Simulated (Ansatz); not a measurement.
C₂H₉NOSi₂, SMILES CN1C[Si@@H](O)[SiH2]1.

Geometry optimised at ωB97X-D3(BJ)/def2-SVP. The structure was generated by enumeration; whether it is a known compound was not checked. The values are those of a single conformer.

Two levels are set side by side: PBE/def2-SVPD (Ansatz, a first-principles code) and CAM-B3LYP/def2-SVPD (Ansatz). Energy differences of separate SCF runs at the same geometry; the states with an electron removed or added have multiplicity 2 and 2. Differences are taken from unrounded values.

| quantity | CAM-B3LYP | PBE | PBE minus CAM-B3LYP |
|---|---|---|---|
| vertical ionisation energy (eV) | 8.19 | 7.98 | -0.20 |
| vertical singlet–triplet gap (eV) | 4.90 | 4.33 | -0.57 |
